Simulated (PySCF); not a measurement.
C2H6BFN2, SMILES NB(C(=C)F)N. Atoms are numbered in the order given.

```xyz
12

C      1.8857     0.6189    -0.0460
C      0.7885    -0.1252     0.1354
F      0.9548    -1.3761     0.6542
B     -0.7275     0.2221    -0.1668
N     -1.6682    -0.7897     0.1265
N     -1.0779     1.4853    -0.7007
H      1.8035     1.6260    -0.4597
H      2.8801     0.2426     0.2109
H     -1.3658    -1.6767     0.5072
H     -2.6664    -0.7122    -0.0130
H     -2.0286     1.7579    -0.9122
H     -0.4008     2.2063    -0.9044
```
Charge 0, spin multiplicity 1.

Geometry optimised at r2SCAN-D4/def2-SVP. This is a generated structure with no PubChem entry under its InChIKey; it may be hypothetical. One conformer was computed; it need not be the lowest.

Two levels are set side by side: PBE/pcSseg-1 (PySCF) and B3LYP/pcSseg-1 (PySCF). GIAO shifts against BF3 (¹¹B), CFCl3 (¹⁹F), NH3 (¹⁵N), TMS (¹H), TMS (¹³C) at the same level; non-relativistic, no solvent, atoms listed together averaged. Differences are taken from unrounded values.

```tsv
quantity	B3LYP
δ(¹³C) of C1 (ppm)	107.3
δ(¹³C) of C2 (ppm)	185.4
δ(¹⁹F) of F3 (ppm)	-118.6
δ(¹¹B) of B4 (ppm)	11.1
```

Problem. What does PBE give, and how far is it from B3LYP? (The exact figures need the calculation; the answer reports its results.)

Solution. 
```tsv
quantity	PBE	PBE minus B3LYP
δ(¹³C) of C1 (ppm)	103.3	-4.0
δ(¹³C) of C2 (ppm)	183.3	-2.1
δ(¹⁹F) of F3 (ppm)	-123.5	-4.9
δ(¹¹B) of B4 (ppm)	8.4	-2.8
```

Rough cost on one machine, each run with all the roots and properties that it gave: B3LYP against PBE within a factor of 2.
